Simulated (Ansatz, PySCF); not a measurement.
Reaction 2 R1 + 2 R2 + R3 → 4 P1 + P2, each structure at its B3LYP-D3(BJ)/def2-TZVP stationary point, reached from a drawn start (curvature not checked).
P1: H2 (SMILES [H][H]), charge 0, multiplicity 1.
R1, HCl (SMILES Cl) (charge 0, multiplicity 1):
```xyz
2

Cl     0.000     0.000     0.641
H      0.000     0.000    -0.641
```
R2, HF (SMILES F) (charge 0, multiplicity 1):
```xyz
2

F      0.00000     0.00000     0.46223
H      0.00000     0.00000    -0.46223
```
R3: SiH4 (SMILES [SiH4]), charge 0, multiplicity 1.
P2: Cl2F2Si (SMILES F[Si](F)(Cl)Cl), charge 0, multiplicity 1.

P less R. No zero-point or thermal terms.

Correlated levels freeze the cores.

The values were computed with Ansatz (a program for electronic structure); PySCF for the D3/D4 terms. All values are computed, each at the level named.

The comparison value is -95.59 kcal/mol (CCSD(T)/cc-pV(Q+d)Z). It is a level with limits of its own, not the exact answer.

**Question.** Order these levels by how close they come to the comparison value for the reaction energy, closest first: revPBE-D3(BJ)/def2-TZVPP, BHLYP-D4/def2-TZVPP, MP2/cc-pV(D+d)Z, CAM-B3LYP-D3(BJ)/def2-TZVPP, BLYP/def2-TZVPP. Give each level's value less the comparison value.

**Answer.** BHLYP-D4/def2-TZVPP (0.49 kcal/mol), CAM-B3LYP-D3(BJ)/def2-TZVPP (2.08 kcal/mol), revPBE-D3(BJ)/def2-TZVPP (4.24 kcal/mol), BLYP/def2-TZVPP (4.85 kcal/mol), MP2/cc-pV(D+d)Z (13.12 kcal/mol)
